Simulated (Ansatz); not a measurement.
Process, species as SMILES: BOC + H+ → B[OH+]C
Structures are relaxed separately at B3LYP-D3(BJ)/def2-TZVP in Ansatz (an electronic-structure program), one conformer each, not searched for the lowest. Frequencies are from Ansatz.

Wanted: proton affinity (enthalpy at 298 K, with B3LYP-D3(BJ) rigid-rotor harmonic-oscillator terms), positive where the reaction releases energy, in kcal/mol. Cores are frozen in the correlated levels unless marked. Spin-orbit coupling is left out. Non-relativistic. Basis-set limits of correlation are two-point, X^-3; Hartree-Fock from the larger set. [CCSD(T)-MP2]/basis is that difference in the basis named.

| level | program | proton affinity (kcal/mol) |
|---|---|---|
| HF/cc-pVTZ | Ansatz | 184.4 |
| revPBE-D4/def2-TZVPD | Ansatz + dftd4 | 174.8 |
| B97M-V/def2-TZVPD | Ansatz | 174.4 |
| PBE0/def2-QZVPP | Ansatz | 176.4 |
| BHLYP/def2-TZVPD | Ansatz | 178.3 |
| r2SCANh-D4/def2-TZVPD | Ansatz + dftd4 | 175.6 |
| HSE06-D3(BJ)/def2-TZVPD | Ansatz + dftd3 | 175.9 |
| HSE06-D4/def2-TZVPD | Ansatz + dftd4 | 175.5 |
| B2PLYP/def2-TZVPD | Ansatz | 175.4 |
| RPA@PBE/cc-pVTZ | Ansatz | 181.4 |
| MP2/cc-pVTZ | Ansatz | 176.7 |
| SCS-MP2/cc-pwCVTZ | Ansatz | 178.8 |
| CCSD/cc-pVDZ | Ansatz | 179.6 |
| RI-MP2/CBS(cc-pVTZ,cc-pVQZ)+[CCSD(T)-MP2]/cc-pVTZ | Ansatz | 177.0 |
| CCSD(T)/CBS(cc-pVTZ,cc-pVQZ) | Ansatz | 177.0 |
